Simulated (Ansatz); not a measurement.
The first iterations of a band of CH3AlF2OSi (9 atoms, charge 0, multiplicity 1).

These are results of RKS PBE-D4/def2-SVP in Ansatz, not measurements.

```yaml
movable_images: 7
climbing_image: yes
spring: 5.0 eV/Å²
optimiser: quadratic models (default)
start_path: IDPP
force_threshold: 0.03 eV/Å
iteration_limit: 60
end_points: relaxed
```

Image 0:

```xyz
9
Properties=species:S:1:pos:R:3
F 2.846 -1.519 -0.296
C 1.636 -1.268 -0.865
F 1.524 -2.107 -1.931
O 1.465 0.060 -1.205
Al 0.167 -0.325 -0.017
Si -1.611 1.074 0.923
H -1.563 2.462 0.344
H -2.940 0.439 0.615
H -1.436 1.139 2.416
```

Image 8:

```xyz
9
Properties=species:S:1:pos:R:3
F 2.673 -0.940 -1.572
C 1.565 -1.339 -0.890
F 1.708 -2.672 -0.659
O 0.389 -1.029 -1.544
Al 0.327 -0.163 0.034
Si -1.388 1.298 0.995
H -0.783 2.653 1.245
H -2.563 1.429 0.065
H -1.839 0.716 2.307
```

| iteration | highest image above the first end (eV) | largest band force component (eV/Å) |
| --- | --- | --- |
| 1 | 0.184 | 1.760 |
| 2 | 0.018 | 0.352 |

Task: Does the band converge within its limit, and where does its top end?

Result: It converged. It ended after 6 iterations with the highest image 0.000 eV above the first end. The highest image is an end point: on this band no image between the ends rises above it.

Run time: 100 s on 2 threads of Intel(R) Xeon(R) Platinum 8488C (Sapphire Rapids) (shared host), peak memory 0.18 GiB.
